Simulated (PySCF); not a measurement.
# How exact exchange moves a shielding

Molecule: `C[SiH2][Si@H]([SiH3])Cl`, CH₉ClSi₃.

Structure with atom numbers: `[CH3:1][SiH2:2][Si@H:3]([SiH3:4])[Cl:5]` (H(Xn): hydrogen on atom n). Ha(Si2) is pro-R; Hb(Si2) is pro-S.

GIAO shieldings (ppm, equivalent atoms averaged) in PySCF 2.14 on the PBE0-D3(BJ)/def2-SVP geometry, basis pcSseg-1, gas phase, non-relativistic:

| functional | exact exchange (%) | σ(Si3) | σ(Si2) | σ(Si4) | σ(Cl5) |
| --- | --- | --- | --- | --- | --- |
| BLYP | 0 | 329.3 | 386.2 | 428.5 | 1020.5 |
| BP86 | 0 | 342.1 | 397.8 | 438.7 | 1028.7 |
| PBE | 0 | 344.3 | 399.6 | 441.4 | 1029.6 |
| B3LYP | 20 | 344.9 | 399.4 | 439.1 | 1041.8 |
| mPW1PW91 | 25 | 360.8 | 412.9 | 450.4 | 1054.2 |
| BHandHLYP | 50 | 367.5 | 418.1 | 454.8 | 1067.3 |
| HF | 100 | 407.4 | 449.9 | 482.6 | 1101.2 |

Task: Fit each shielding as a line in the percentage of exact exchange.

Result: σ(Si3) = 337.7 + 0.68 x (rms 5.8 ppm); σ(Si2) = 393.9 + 0.55 x (rms 5.0 ppm); σ(Si4) = 435.2 + 0.46 x (rms 4.6 ppm); σ(Cl5) = 1028.0 + 0.76 x (rms 4.2 ppm). The functionals also differ in their semilocal parts, which the line can't hold; Hartree–Fock has no correlation at all.

Task: What does the line predict for PBE0 (25 %), and what does the run give?

Result: σ(Si3): 354.7 predicted, 363.0 computed; σ(Si2): 407.6 predicted, 415.2 computed; σ(Si4): 446.7 predicted, 453.7 computed; σ(Cl5): 1047.0 predicted, 1055.1 computed ppm.
